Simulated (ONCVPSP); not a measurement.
**Building the ONCV potential for chromium (LDA (Perdew-Wang 92), scalar-relativistic).**

Input for ONCVPSP 4.0.1:

```
# ATOM AND REFERENCE CONFIGURATION
# atsym  z   nc   nv     iexc    psfile
  Cr 24.00    5    2  -001012      upf
#
#   n    l    f
    1    0    2.00
    2    0    2.00
    2    1    6.00
    3    0    2.00
    3    1    6.00
    3    2    5.00
    4    0    1.00
#
# PSEUDOPOTENTIAL AND OPTIMIZATION
# lmax
    3
#
#   l,   rc,      ep,       ncon, nbas, qcut
    0    2.00    0.00    5   10    3.10
    1    2.10    0.03    3    6    4.30
    2    1.30    0.00    4    9   14.20
    3    1.90    0.36    4    7    6.60
#
# LOCAL POTENTIAL
# lloc, lpopt,  rc(5),   dvloc0
    4    5    1.25   -1.00
#
# VANDERBILT-KLEINMAN-BYLANDER PROJECTORs
# l, nproj, debl
    0    3    3.70
    1    2    3.20
    2    1    2.10
    3    1    2.30
#
# MODEL CORE CHARGE
# icmod, fcfact, rcfact
    1    0.55    0.00
#
# LOG DERIVATIVE ANALYSIS
# epsh1, epsh2, depsh
   -2.00    5.00    0.02
#
# OUTPUT GRID
# rlmax, drl
    6.00    0.01
#
# TEST CONFIGURATIONS
# ncnf
    4
# nvcnf
#   n    l    f
    2
    3    2    5.00
    4    0    0.00
#
    2
    3    2    4.00
    4    0    0.00
#
    2
    3    2    3.00
    4    0    0.00
#
    3
    3    2    4.00
    4    0    1.00
    4    1    1.00
#
```

Command:

```bash
oncvpsp.x < Cr.dat > Cr.out
```

The program printed (shortened: citation, most of the input echo, consistency checks and plot data are left out):

```
ONCVPSP  (Optimized Norm-Conservinng Vanderbilt PSeudopotential)
scalar-relativistic version 4.0.1

#   n    l    f        energy (Ha)
    1    0    2.00    -2.1559744E+02
    2    0    2.00    -2.4455340E+01
    2    1    6.00    -2.0590418E+01
    3    0    2.00    -2.7032797E+00
    3    1    6.00    -1.6665341E+00
    3    2    5.00    -1.1498418E-01
    4    0    1.00    -1.5403243E-01

Reference configufation results
  iterations    37
  all-electron total energy (Ha)   -1.04848122D+03

Begin loop to  construct optimized pseudo wave functions
and semi-local pseudopoentials for all angular momenta

   Wellstate for l =  0  n =  6
     eigenvalue =   3.5460
     asymptotic potential =   4.0460
     half-point radius =  3.3574

   Wellstate for l =  0  n =  7
     eigenvalue =   7.2460
     asymptotic potential =   7.7460
     half-point radius =  3.1433

Calculating optimized projector #   1

 for l=   0

    Fraction of norm inside rc  0.119500
    Optimizing pswf for qcut=   3.10 a_B^-1,  ecut=   4.79 Ha

optimize: ERROR ps0norm > uunorm, code will stop
```

The run stopped because the continuity conditions at rc already need more norm inside rc than the all-electron wave has, so norm conservation cannot be met.

The run took about 0.53 s on one core of a shared server CPU.
